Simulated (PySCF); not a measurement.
# Trend along the chalcogens: MO molecules

CCSD(T) with double-zeta basis sets in PySCF, for the lowest determinant that a PBE0 search found; no spin–orbit coupling. De refers to high-spin ground-configuration atoms.

```csv
M,basis,"reference, frozen orbitals",state (unpaired electrons),Re (Å),ωe (cm⁻¹),De (eV)
O,def2-SVP,"UHF, 2",triplet (π ↑↑),1.206,1642,4.71
S,aug-cc-pV(D+d)Z/aug-cc-pVDZ,"ROHF, 6",triplet (π ↑↑),1.520,1080,4.72
Se,aug-pcseg-1,"ROHF, 10",triplet (π ↑↑),1.693,856,3.89
Te,def2-SVP,"ROHF, 5",triplet (π ↑↑),1.879,750,3.06
```

**Question.** By what factor does the well depth vary along the series?

**Answer.** At CCSD(T) it runs from 3.06 eV (TeO) to 4.72 eV (SO), a factor of 1.54.

The rows differ in basis set, which adds steps of its own.

Relativity is treated differently too: O no relativity; S no relativity; Se no relativity; Te scalar-relativistic core potentials.

Down a group bonds as a rule get longer and wavenumbers fall, partly through the reduced mass; this series shows no clear exception.

Correlated steps freeze the inner cores (2 to 10 orbitals); shallow outer-core shells are correlated. UHF and ROHF references stand side by side, which adds small steps between rows. Correlated levels converge slowly with the basis: in double zeta they bind strong bonds too weakly, by up to about 1 eV, and carry superposition errors of some tenths. These are scalar-relativistic numbers at best; spin–orbit coupling would shift them, the dissociation energy most. States were picked by a PBE0 search and need not be the measured ground states.
